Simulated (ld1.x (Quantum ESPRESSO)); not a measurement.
# PBEsol PAW dataset for Re (Z = 75), scalar-relativistic all-electron reference.

ld1.x (Quantum ESPRESSO) 7.5 input, shortened:

```
&input
   title='Re', zed=75., rel=1, dft='PBESOL', iswitch=3,
   config='[Xe] 4f14 5d5 6s0 6p0'
 /
 &inputp
   pseudotype=3, lpaw=.true., tm=.true., lloc=-1, rcloc=2.45,
   nlcc=.true., new_core_ps=.true.,
   which_augfun='BESSEL', rmatch_augfun=0.65
 /
8
6S  1  0   0.00   0.00  2.55  2.70  0.0
6S  1  0   0.00   3.80  2.55  2.70  0.0
6P  2  1   0.00   0.00  2.65  3.00  0.0
6P  2  1   0.00  -0.50  2.65  3.00  0.0
5D  3  2   5.00   0.00  1.85  2.30  0.0
5D  3  2   0.00  -1.10  1.85  2.30  0.0
4F  4  3  14.00   0.00  0.85  0.90  0.0
4F  4  3   0.00   0.85  0.85  0.90  0.0
 &test
   configts(1)='4f14 5d5 6s0 6p0'
 /
```

Poles of the logarithmic derivatives, all-electron (AE) and pseudo (PS). s: poles at -0.7, 5.0 (AE) and -0.7, 0.8, 5.0 (PS) Ry. p: poles at -4.7, 0.5 (AE) and 0.5, 2.5 (PS) Ry. d: poles at -1.4, 2.5 (AE) and -1.4, 2.5 (PS) Ry. f: poles at 1.4 (AE) and 1.4 (PS) Ry. Test radius 3.24 bohr.

* Cutoffs needed: 300 Ry and over 300 Ry (the cutoffs (Ry, on a coarse ladder) from which the occupation-weighted sum of valence levels, in a spherical-Bessel basis at the reference potential, stays within 10 and 1 mRy of its value at 400 Ry)
* Ghost test: no extra level below or beside the all-electron valence levels (s, p, d, f tested) (spherical-Bessel basis up to 400 Ry, 20 bohr box)
* Configuration tests: test run stopped at test 1 of 7 (negative rho)
* Lowest eigenvalue of the overlap operator: 0.50 (p channel)
